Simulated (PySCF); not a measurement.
methoxycyclobutane (C5H10O), SMILES COC1CCC1.

The structure is a stationary point at B3LYP-D3(BJ)/def2-SVP. Other conformers were not sampled.

Level of theory: ωB97X/def2-TZVP (PySCF).

Gas-phase values at a fixed geometry.

Computed frontier levels, gap, dipole moment and polarisability:
| Item | Value |
|---|---|
| highest occupied level | -9.63 eV |
| lowest empty level | 3.28 eV |
| orbital gap | 12.90 eV |
| dipole moment | 0.239 e·Å |
| quadrupole, principal values (traceless, Buckingham form, about the centre of nuclear charge) | -3.88, 0.26, 3.62 D·Å |
| mean static polarisability | 63.0 bohr³ (9.34 Å³) |
| polarisability, principal values | 56.5, 60.4, 72.2 bohr³ |
